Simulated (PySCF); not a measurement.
How the method changes the constants of InN

State: ³Σ⁻ (triplet), unpaired electrons π ↑↑. Set-up: PySCF, scalar-relativistic core potentials, basis sets In def2-TZVPPD with ECP28, N def2-TZVPPD. De refers to In + N in their high-spin ground configurations, without counterpoise correction. The functionals are run spin-unrestricted. A positive dipole means In(−)N(+).

```
      Level  Re (Å)  ωe (cm⁻¹)  De (eV)  μ (D)  CPU s a point (SCF and correlation, without the integrals)
        UHF   2.203        454    0.256  -2.51                                                         1.2
    UHF-MP2   2.189        484     1.55    n/a                                                         2.2
UHF-SCS-MP2   2.196        483     1.60    n/a                                                         n/a
   UHF-CCSD   2.204        454     1.52    n/a                                                         n/a
UHF-CCSD(T)   2.211        448     1.64    n/a                                                         100
        LDA   2.199        444     2.52  -2.28                                                         1.2
        PBE   2.244        418     2.22  -2.48                                                         1.5
       PW91   2.240        420     2.24  -2.49                                                        0.94
     r²SCAN   2.215        439     1.87  -2.37                                                         2.3
      M06-L   2.236        425     2.06  -2.53                                                         2.2
       PBE0   2.210        447     1.91  -2.50                                                         2.9
    r²SCAN0   2.196        457     1.66  -2.44                                                         3.1
       MN15   2.198        455     1.88  -2.60                                                         3.1
    ωB97X-V   2.197        462     1.97  -2.53                                                         6.6
```

Task: Which functional lies closest to UHF-CCSD(T) in De, which farthest, and by how much do they differ from it?

Result: Closest is r²SCAN0 (-1.5 pm in Re, +2.0 % in ωe, +0.02 eV in De against UHF-CCSD(T) in the same basis), farthest LDA (-1.2 pm in Re, -0.9 % in ωe, +0.88 eV in De). CCSD(T) converges more slowly with the basis than the functionals do and binds too weakly in this one, so the order can change at the basis-set limit.

Task: What does a quarter of exact exchange do here, going from PBE to PBE0?

Result: PBE0 less PBE: -3.4 pm in Re, +6.9 % in ωe, -0.31 eV in De. Exact exchange removes part of the self-interaction that spreads semilocal densities, and in most molecules shortens and stiffens the bond and lowers De; so it does here.

Task: What does the step from GGA to meta-GGA do here, going from PBE to r²SCAN?

Result: r²SCAN less PBE: -2.9 pm in Re, +5.0 % in ωe, -0.35 eV in De. 

Correlated steps freeze 5 core orbitals. Spin–orbit coupling is left out, which matters for elements this heavy, above all for dissociation energies. The state is the lowest determinant that a PBE0 search found; another state may lie lower at other levels.

The whole job (state search and all levels along the bond) took about 11 min on 2 threads of Arm Neoverse V2 (shared host), peak memory 3.5 GiB.
